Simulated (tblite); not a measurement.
CH₆B₃F₂N₃O.
Structure used (GFN2-xTB), in Å, numbered top down from 1:
```xyz
16
CH6B3F2N3O angstrom
F     -2.6169    1.5996   -0.1494
C     -2.7176    0.2551    0.0787
F     -3.9032   -0.1042   -0.4556
O     -1.7496   -0.4419   -0.5005
B     -0.3827   -0.2541   -0.2514
N      0.5082   -1.1560   -0.8776
B      1.9124   -1.0813   -0.6965
N      2.3896   -0.0551    0.1577
B      1.5503    0.8821    0.8055
N      0.1509    0.7562    0.5868
H     -2.7987    0.1311    1.1783
H      0.1139   -1.8656   -1.4748
H      2.6370   -1.8344   -1.2247
H      3.3847    0.0181    0.3037
H      1.9771    1.7246    1.4981
H     -0.4628    1.4347    1.0102
```

Computed with GFN2-xTB (tblite): harmonic, unscaled wavenumbers at the GFN2-xTB geometry, gas phase. This tight-binding method is rough: wavenumbers can miss measured ones by several per cent, in bad cases by 10 to 20. Modes of hydrogen on boron can be 10 to 20 % off. One conformer, not necessarily the lowest.

Harmonic wavenumbers (cm⁻¹): 41.8, 65.9, 110.5, 154.4, 267.2, 289.9, 320.5, 345.6, 467.5, 503.5, 540.6, 568.4, 615.6, 664.5, 696.1, 727.9, 753.1, 797.7, 819.7, 824.5, 940.0, 953.5, 987.4, 1039.2, 1055.0, 1065.6, 1096.4, 1192.8, 1210.3, 1241.1, 1277.2, 1297.5, 1310.1, 1319.5, 1400.1, 1421.8, 2621.4, 2626.2, 2818.9, 3466.5, 3475.4, 3480.7.

A = 3509, B = 731.4, C = 622.3 MHz; mass 147.076 u (most abundant isotopes); point group C1, symmetry number 1.

Question: Zero-point energy?

Answer: Half the sum of the wavenumbers: 23436 cm⁻¹ = 280.36 kJ/mol.

Question: What is S at 298.15 K and 1 bar for an ideal gas of classical rigid rotors and harmonic oscillators?

Answer: Translation 171.10, rotation 124.22, vibration 110.66: S = 406.0 J/(mol K).

Question: And Cp and H(298.15 K) − H(0)?

Answer: Cp = 155.81 J/(mol K), of which vibrations give 122.55 (their classical limit is 42 R = 349.2); H(298.15 K) − H(0) = 27.43 kJ/mol without the zero-point energy, 17.51 from vibrations.

Question: Blend soft modes into free rotors: weight 1/[1 + (100 cm⁻¹/ν̃)⁴] for the oscillator and the rest for a rotor with moment μB/(μ + B), μ = h/(8π²ν), B = 10⁻⁴⁴ kg m². What vibrational entropy results?

Answer: 100.36 J/(mol K) in place of 110.66, which changes −T·S at 298.15 K by +3.07 kJ/mol.

Question: How do the functions run with temperature in this model?

Answer: 
```
 T (K)  S (J/(mol K))  Cp (J/(mol K))  H − H(0) (kJ/mol)  G − H(0) (kJ/mol)  ln q(vib)
    50          249.4            53.1               2.10             -10.37       0.57
   100          291.8            71.1               5.20             -23.97       1.68
373.15          444.3           186.6              40.29            -125.51       8.04
   500          505.1           228.2              66.75            -185.79      11.10
   750          608.4           279.5             130.87            -325.41      16.97
  1000          693.2           309.1             204.75            -488.43      22.39
```

q(vib) and H(0) count from the zero-point level.

Question: What must be added to the electronic energy to get the Gibbs energy at 298.15 K and 1 bar?

Answer: ZPE + [H(298.15 K) − H(0)] − T·S = 280.36 + 27.43 − 121.04 = 186.75 kJ/mol.

Question: Which modes carry the vibrational entropy at 298.15 K?

Answer: 41.8 cm⁻¹: 21.64; 65.9 cm⁻¹: 17.87; 110.5 cm⁻¹: 13.64; 154.4 cm⁻¹: 10.95; 267.2 cm⁻¹: 6.75; 289.9 cm⁻¹: 6.17 J/(mol K); the other 36 give 33.63 together.

Hindered rotation and anharmonicity are outside this model. Other conformers, if any are populated, would add a mixing term that is left out. The structure is chiral; the term R ln 2 for an equal mix with its mirror image is left out.

Time: 0.44 s. Hardware: an Arm Neoverse V2 with one thread, shared host. This covers the Hessian and the dipole derivatives.
